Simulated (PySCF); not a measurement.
# KBr⁺ at BHandHLYP

Level: BHandHLYP. K x2c-SVPall, Br x2c-SVPall; spin-free X2C with a Gaussian nucleus (PySCF 2.14).

```
state                                                                                                              : ²Π (doublet), unpaired electrons π ↑
bond length                                                                                                        : 3.415 Å
harmonic wavenumber                                                                                                : 84.8 cm⁻¹
force constant                                                                                                     : 0.111 mdyn/Å
rotational constant Be                                                                                             : 0.05541 cm⁻¹
anharmonicity ωexe                                                                                                 : 0.983 cm⁻¹
vibration–rotation constant αe                                                                                     : 0.000731 cm⁻¹
well depth De to K⁺ + Br                                                                                           : 26 kJ/mol
dissociation energy D0                                                                                             : 26 kJ/mol
bond order (Mayer)                                                                                                 : 0.17
dipole moment (positive dipole points towards Br; it is taken about the centre of mass and depends on that origin) : -9.80 D
```

The bond is weak. Basis-set superposition, not corrected here, can be much of De in a small basis, most of all at correlated wavefunction levels. Spin–orbit coupling is left out. For an ion De counts to the pair picked by the measured ionisation energies or electron affinities, which need not be the lowest pair at this level. The state is the lowest determinant that a PBE0 search found; another state may lie lower at other levels.
